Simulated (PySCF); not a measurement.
1-chloro-4,4,4-trifluorobuta-1,2-diene (C4H2ClF3), SMILES FC(F)(F)C=C=CCl. Atoms are numbered in the order given.

```xyz
10

F     -2.4827    -0.3461     0.4352
C     -1.6226     0.3074    -0.3504
F     -2.3067     0.7261    -1.4197
F     -1.1944     1.3783     0.3082
C     -0.4997    -0.5971    -0.7677
C      0.7563    -0.3463    -0.5078
C      2.0137    -0.0882    -0.2656
Cl     2.8319    -0.6160     1.1595
H     -0.8064    -1.4971    -1.3137
H      2.6317     0.4884    -0.9603
```
Charge 0, spin multiplicity 1.

The structure is a stationary point at PBE0-D3(BJ)/def2-SVP.

Level of theory: PBE/def2-TZVP run with PySCF.

Isolated molecule, no solvent.

| Quantity | Result |
|---|---|
| total energy | -912.85042 hartree |
| highest occupied level | -6.69 eV |
| lowest empty level | -2.41 eV |
| orbital gap | 4.28 eV |
| dipole moment | 1.81 D |
| quadrupole, principal values (traceless, Buckingham form, about the centre of nuclear charge) | -5.82, 2.06, 3.76 D·Å |
